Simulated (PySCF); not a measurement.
Input for PySCF:
```python
from pyscf import gto, scf, dft

mol = gto.M(
    atom='''
Te   -1.125800   -0.603100    1.493600
Cl   -2.607300   -1.288000   -0.178700
Ge    0.628400    0.303900   -0.073100
H     1.753200   -0.643700   -0.389500
H     0.055000    0.730200   -1.386500
H     1.296600    1.500800    0.534200
''',
    basis='def2-svpd',
    ecp={'Te': 'def2-svpd'},
    charge=0,
    spin=0,
    verbose=4,
    max_memory=1800,
)

mf = dft.RKS(mol)
mf.xc = 'r2scan'
mf = mf.density_fit(auxbasis='def2-universal-jkfit')
mf.kernel()
```

Q: What does this run give for the Mulliken (on the basis functions themselves) charges in atom order, dipole moment, HOMO energy?

A: 
```json
{
  "Mulliken (on the basis functions themselves) charges in atom order": "Te1 0.39, Cl2 -0.48, Ge3 -0.28, H4 0.12, H5 0.12, H6 0.12",
  "dipole_moment": "1.90 D",
  "HOMO energy": "-5.76 eV"
}
```
